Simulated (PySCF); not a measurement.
## TlGa: energy against distance

Set-up: PySCF, scalar-relativistic core potentials, basis sets Tl def2-SVP with ECP60, Ga def2-SVP. Energies in eV from Tl + Ga in their ground configurations at the same level. State: ³Π (triplet), unpaired electrons σ ↑, π ↑.

All columns are PBE0. A positive dipole means Tl(−)Ga(+).

| R (Å) | E (eV) | μ (D) | Mulliken charge on Tl (basis-dependent) | HOMO (eV) | LUMO (eV) | Mayer bond order | ⟨S²⟩ |
| --- | --- | --- | --- | --- | --- | --- | --- |
| 2.514 | -0.928 | -0.49 | 0.01 | -4.36 | -3.00 | 1.22 | 2.01 |
| 2.631 | -1.145 | -0.59 | 0.02 | -4.38 | -2.87 | 1.19 | 2.01 |
| 2.748 | -1.261 | -0.68 | 0.03 | -4.25 | -2.75 | 1.16 | 2.01 |
| 2.835 | -1.301 | -0.75 | 0.04 | -4.16 | -2.67 | 1.14 | 2.01 |
| 2.923 | -1.312 | -0.82 | 0.04 | -4.07 | -2.60 | 1.12 | 2.01 |
| 3.011 | -1.300 | -0.88 | 0.05 | -3.99 | -2.54 | 1.10 | 2.00 |
| 3.128 | -1.259 | -0.95 | 0.05 | -3.89 | -2.46 | 1.09 | 2.00 |
| 3.274 | -1.181 | -1.04 | 0.06 | -3.79 | -2.38 | 1.07 | 2.00 |
| 3.449 | -1.064 | -1.12 | 0.06 | -3.68 | -2.29 | 1.05 | 2.00 |
| 3.683 | -0.891 | -1.19 | 0.06 | -3.56 | -2.20 | 1.04 | 2.00 |

A fit through these points gives, at Re = 2.916 Å, μ = -0.81 D and dμ/dR = -0.738 D/Å; the reduced mass is 51.58 u.

**Question.** How strong is the fundamental in the double-harmonic approximation, I = 42.26·(dμ/dR)²/μred km/mol?

**Answer.** I = 42.26·(-0.738)²/51.58 = 0.446 km/mol at PBE0.

These are scalar-relativistic numbers at best; spin–orbit coupling would shift them, the dissociation energy most. The state was picked by a PBE0 search and need not be the measured ground state.
